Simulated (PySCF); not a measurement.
**Computed properties of C2H5BeBr, SMILES C[CH2][Be][Br]**

C₂H₅BeBr, SMILES [Be]([CH2]C)[Br]. Geometry optimised at B3LYP-D3(BJ)/def2-SVP. The structure was generated by enumeration; whether it is a known compound was not checked. Other conformers were not sampled. All values are computed for the isolated molecule unless a solvent is named; none is compared with measurement here.

**Structure.** The optimised structure has Cs symmetry. All 21 harmonic modes at B3LYP-D3(BJ)/def2-SVP (PySCF) are real, so it is a minimum. With heavy atoms numbered as in [Be:1]([Br:2])[CH2:3][CH3:4], the shortest bond between them is C3–C4 at 1.543 Å and the longest Be1–Br2 at 1.969 Å.

**Vibrations.** The strongest infrared lines (harmonic, unscaled, degenerate partners summed) lie at 1071 cm⁻¹ (151 km/mol, Be 46 %, H 32 %, C 22 %), 1259 cm⁻¹ (56 km/mol, C 44 %, H 44 %, Be 12 %), 614 cm⁻¹ (48 km/mol, H 65 %, C 21 %, Be 13 %). The softest mode is at 98 cm⁻¹ and the zero-point energy is 41.9 kcal/mol.

**Electronic structure.** CAM-B3LYP/def2-TZVPD (PySCF) places the frontier levels at -9.58 and 0.25 eV, a gap of 9.83 eV, and gives a dipole moment of 1.22 D and a mean polarisability of 61.8 bohr³. PBE/def2-TZVPD (PySCF) at the same geometry gives -6.81 and -1.11 eV, so its gap is 4.13 eV narrower. An orbital gap is neither the optical nor the fundamental gap.

**Excitations.** TDDFT-M06-2X/def2-SVPD (PySCF) has S1 at 6.51 eV (191 nm, f = 0.013, weak); the most intense of the 10 singlets computed lies at 8.04 eV (f = 0.20). T1 (TDA) is at 5.86 eV. TDDFT-PBE/def2-SVPD (PySCF) puts S1 at 5.89 eV. No vertical singlet excitation falls in the visible range (under 3.1 eV).

**NMR.** GIAO shifts at HF/pcSseg-1 (PySCF) (non-relativistic, atoms alike by connectivity averaged): ¹³C from 0.7 to 11.1 ppm against TMS; ¹H from 0.3 to 1.4 ppm against TMS. Without spin–orbit terms, shifts of atoms bonded to Cl or Br come out too high.
